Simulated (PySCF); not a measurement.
# Name the molecule from its bond curve

A diatomic of charge +1 contains Ga. Its singlet curve at PBE0 in a double-zeta basis (no relativity, PySCF), in eV from the separated fragments:

```tsv
R (Å)	E (eV)
2.694	-0.819
2.820	-0.942
2.945	-1.010
3.039	-1.034
3.133	-1.040
3.227	-1.032
3.352	-1.007
3.509	-0.959
3.697	-0.886
3.948	-0.780
```

The fit gives ωe = 154 cm⁻¹ and the rotational constant Bₑ = 0.09704 cm⁻¹.

Problem. Which atom is the partner?

Solution. The minimum lies at 3.125 Å, so the reduced mass is 16.8576 u Å² cm⁻¹/(Bₑ·Re²) = 17.79 u. With Ga at 68.93 u the partner weighs about 24.0 u: Mg. The molecule is MgGa⁺.

Closed-shell solutions of metal pairs were not tested for spin polarisation, which can lower them a little.
